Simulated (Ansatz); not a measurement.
Born–Oppenheimer molecular dynamics of H$_{7}$NO$_{2}$Si$_{2}$ (12 atoms, charge 0, multiplicity 1). It starts from a relaxed structure.

These are results of RKS PBE-D4/STO-3G (Ansatz 0.2.0), not measurements.

```json
{
 "ensemble": "NVT, Langevin thermostat",
 "time step": "0.5 fs",
 "steps asked": "250",
 "set temperature": "500 K",
 "friction": "0.05 /fs",
 "seed": "223952"
}
```

First frame:

```xyz
12
Properties=species:S:1:pos:R:3
Si -0.094 -0.038 0.002
O 0.138 -0.192 1.715
H -0.817 -0.089 2.099
N 1.578 -0.404 -0.552
H 2.231 -0.190 0.258
H 1.879 0.301 -1.286
Si -1.068 1.899 -0.718
H -2.502 1.751 -0.921
H -0.869 2.978 0.241
H -0.482 2.333 -1.979
O -1.128 -1.278 -0.610
H -0.535 -2.120 -0.515
```

(1) How far do the bonds stretch over the last three quarters of this one trajectory? (Pairs bonded in most of those frames.)

Answers

(1) 
| bond | mean (Å) | spread (Å) | shortest | longest |
| --- | --- | --- | --- | --- |
| Si1–O2 | 1.752 | 0.042 | 1.67 | 1.82 |
| Si1–N4 | 1.770 | 0.049 | 1.67 | 1.84 |
| Si1–Si7 | 2.287 | 0.020 | 2.24 | 2.31 |
| Si1–O11 | 1.728 | 0.019 | 1.69 | 1.76 |
| O2–H3 | 1.041 | 0.031 | 0.98 | 1.13 |
| N4–H5 | 1.055 | 0.022 | 1.01 | 1.11 |
| N4–H6 | 1.052 | 0.030 | 0.97 | 1.12 |
| Si7–H8 | 1.466 | 0.045 | 1.36 | 1.56 |
| Si7–H9 | 1.465 | 0.051 | 1.35 | 1.56 |
| Si7–H10 | 1.458 | 0.026 | 1.41 | 1.51 |
| O11–H12 | 1.046 | 0.044 | 0.96 | 1.12 |

Mean temperature of the second half: 481 K. A run of 0.12 ps of so small a system gives no equilibrium averages. Limits of this set-up: minimal basis.

Time of the run: 11 min on 1 thread of Arm Neoverse V1, with other jobs on the host, peak memory 0.096 GiB.
